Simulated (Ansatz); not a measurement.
A nudged elastic band was laid between two geometries of a periodic cell of 19 atoms, PtC18 (surface graphene monolayer, adsorbate Pt).

Level of theory: Ansatz 0.2.0, DFT PBEsol, scalar-relativistic, plane waves, PAW. Settings: cutoff 420 eV, k mesh 2x2x1, gaussian smearing 0.02 eV, no spin polarisation.

```json
{
 "movable images": "5",
 "climbing image": "yes",
 "spring": "5.0 eV/Å²",
 "optimiser": "quadratic models (default)",
 "start path": "IDPP",
 "force threshold": "0.05 eV/Å",
 "iteration limit": "22",
 "end points": "relaxed"
}
```

Image 0:

```xyz
19
Lattice="7.3980 0.0000 0.0000 -3.6990 6.4069 0.0000 0.0000 0.0000 12.0000" Properties=species:S:1:pos:R:3
C 0.032 -0.010 0.942
C 1.260 0.699 0.967
C -1.181 2.119 1.023
C 0.025 2.834 0.970
C -2.430 4.281 1.023
C -1.208 4.969 0.970
C 2.497 -0.010 0.970
C 3.720 0.677 1.024
C 1.265 2.125 0.970
C 2.471 2.840 1.024
C 0.030 4.260 0.967
C 1.257 4.968 0.942
C 4.964 -0.014 0.959
C 6.193 0.695 0.959
C 3.711 2.114 1.180
C 4.977 2.845 1.180
C 2.495 4.263 0.959
C 3.724 4.972 0.959
Pt 4.344 2.479 3.103
```

Image 6:

```xyz
19
Lattice="7.3980 0.0000 0.0000 -3.6990 6.4069 0.0000 0.0000 0.0000 12.0000" Properties=species:S:1:pos:R:3
C 0.029 -0.008 0.959
C 1.258 0.701 0.959
C -1.201 2.122 0.959
C 0.028 2.831 0.959
C -2.454 4.249 1.180
C -1.188 4.980 1.180
C 2.502 0.010 1.023
C 3.724 0.697 0.970
C 1.265 2.126 0.942
C 2.493 2.834 0.967
C 0.052 4.254 1.023
C 1.258 4.969 0.970
C 4.962 -0.012 0.967
C 6.189 0.697 0.942
C 3.730 2.125 0.970
C 4.953 2.813 1.024
C 2.498 4.260 0.970
C 3.704 4.975 1.024
Pt 5.577 4.615 3.103
```

Problem. What changes between the two ends?

Solution. Contacts lost: C15–Pt19. Contacts made: C6–Pt19. The atom that moves furthest is Pt19, by 2.47 Å.

Problem. What energy profile does the band end with?

Solution. It converged. The highest image is number 4 of 0 to 6, 0.175 eV above the ends, which have the same energy within 2 meV. The profile has 2 maxima (images 1, 4) with wells between them (image 3): this band takes more than one step, which may be the mechanism or a detour left from its start path. The order of the stationary point at the top wasn't checked. Limits of this set-up: slab without dipole correction.

```tsv
image	path coordinate (Å)	energy (eV)	C15–Pt19 (Å)	C6–Pt19 (Å)
0	0.00	0.000	2.06	3.76
1	0.48	0.141	2.22	3.35
2	0.96	0.078	2.59	3.01
3	1.43	0.020	2.91	2.72
4	1.91	0.175	3.22	2.33
5	2.23	0.076	3.49	2.15
6	2.55	0.000	3.76	2.06
```

Problem. What is the geometry of the highest image?

Solution. 
```xyz
19
Lattice="7.3980 0.0000 0.0000 -3.6990 6.4069 0.0000 0.0000 0.0000 12.0000" Properties=species:S:1:pos:R:3
C 0.021 -0.018 0.949
C 1.256 0.691 0.971
C -1.199 2.107 0.990
C 0.024 2.825 0.939
C -2.460 4.259 1.099
C -1.197 4.970 1.116
C 2.493 -0.013 1.036
C 3.718 0.692 1.023
C 1.261 2.111 0.940
C 2.488 2.826 0.971
C 0.035 4.243 0.990
C 1.251 4.964 0.967
C 4.957 -0.023 0.998
C 6.184 0.694 0.967
C 3.716 2.106 1.036
C 4.954 2.811 1.116
C 2.485 4.250 0.949
C 3.693 4.978 0.975
Pt 5.289 4.055 3.058
```

Run time: 6.1 min on 1 thread of Arm Neoverse V1, on a shared host, peak memory 1 GiB.
